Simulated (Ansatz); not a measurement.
F$_{2}$GeH$_{2}$Se$_{2}$, SMILES `[F][Ge]([F])([SeH])[SeH]` at its PBE0-D4/def2-TZVP geometry, where that method's forces vanish. Charge 0, multiplicity 1.

```tsv
atom	x (Å)	y (Å)	z (Å)
F1	1.479	-1.163	1.057
Ge2	0.310	-0.129	0.325
F3	1.069	1.420	0.394
Se4	-0.043	-0.618	-1.917
Se5	-1.559	-0.291	1.688
H6	1.078	0.257	-2.290
H7	-2.335	0.524	0.743
```

Task: For each bond, give half the difference of the two atoms' forces along it (eV/Å; positive pushes the atoms apart) under PBE-D4, r2SCAN-D4, B3LYP-D4, ωB97M-V in def2-TZVPP. (Best estimate.)

Result: Computed: 
```json
{"bond": "F1–Ge2", "length (Å)": "1.724", "PBE-D4": "0.57", "r2SCAN-D4": "0.05", "B3LYP-D4": "0.24", "ωB97M-V": "0.09"}
{"bond": "Ge2–F3", "length (Å)": "1.726", "PBE-D4": "0.54", "r2SCAN-D4": "0.05", "B3LYP-D4": "0.24", "ωB97M-V": "0.08"}
{"bond": "Ge2–Se4", "length (Å)": "2.322", "PBE-D4": "0.01", "r2SCAN-D4": "0.00", "B3LYP-D4": "0.09", "ωB97M-V": "-0.10"}
{"bond": "Ge2–Se5", "length (Å)": "2.319", "PBE-D4": "0.04", "r2SCAN-D4": "0.00", "B3LYP-D4": "0.09", "ωB97M-V": "-0.09"}
{"bond": "Se4–H6", "length (Å)": "1.470", "PBE-D4": "0.27", "r2SCAN-D4": "-0.01", "B3LYP-D4": "0.04", "ωB97M-V": "-0.11"}
{"bond": "Se5–H7", "length (Å)": "1.470", "PBE-D4": "0.26", "r2SCAN-D4": "-0.01", "B3LYP-D4": "0.04", "ωB97M-V": "-0.10"}
```

B3LYP here is the variant with VWN-RPA as its local correlation; programs differ in this.
